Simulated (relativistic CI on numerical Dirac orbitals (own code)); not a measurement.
# Radial parameters of Sr29+

Calculated at this level of theory: Dirac-Coulomb-Breit CI, orbitals from a KLI potential per configuration, model QED (radiative potential, 1s self-energy scaled to tabulated hydrogen-like ionisation energies), unscaled Slater integrals (own radial code, finite nucleus).

Slater integrals F^k, G^k are unscaled and averaged over j, outside the closed core 1s2; ζ comes from projecting the Hamiltonian with its Breit term on Σ l·s of the shell.

- 2s²2p⁵: ζ(2p) = 377830 cm⁻¹; <r>(2p) = 0.1449, <r^2>(2p) = 0.02547 (bohr units).
- 2p⁶3p: ζ(3p) = 98968 cm⁻¹; <r>(3p) = 0.3844, <r^2>(3p) = 0.1703 (bohr units).
- 2p⁶3d: ζ(3d) = 12959 cm⁻¹; <r>(3d) = 0.3362, <r^2>(3d) = 0.1299 (bohr units).

Averages of the first 10 configurations, taken without configuration mixing, which lowers the lowest level and can move excited configurations by several eV; other configurations of the list can lie among them:

```json
{"Configuration": "2s²2p⁵", "Parity": "odd", "States": "6", "Average energy above the lowest level (eV)": "23.9"}
{"Configuration": "2s2p⁶", "Parity": "even", "States": "2", "Average energy above the lowest level (eV)": "266.3"}
{"Configuration": "2p⁶3s", "Parity": "even", "States": "2", "Average energy above the lowest level (eV)": "2483.5"}
{"Configuration": "2p⁶3p", "Parity": "odd", "States": "6", "Average energy above the lowest level (eV)": "2545.7"}
{"Configuration": "2p⁶3d", "Parity": "even", "States": "10", "Average energy above the lowest level (eV)": "2619.6"}
{"Configuration": "2s²2p⁴3s", "Parity": "even", "States": "30", "Average energy above the lowest level (eV)": "2006.6"}
{"Configuration": "2s²2p⁴3p", "Parity": "odd", "States": "90", "Average energy above the lowest level (eV)": "2073.2"}
{"Configuration": "2s²2p⁴3d", "Parity": "even", "States": "150", "Average energy above the lowest level (eV)": "2147.6"}
{"Configuration": "2s2p⁵3s", "Parity": "odd", "States": "24", "Average energy above the lowest level (eV)": "2230.8"}
{"Configuration": "2s2p⁵3p", "Parity": "even", "States": "72", "Average energy above the lowest level (eV)": "2295.2"}
```
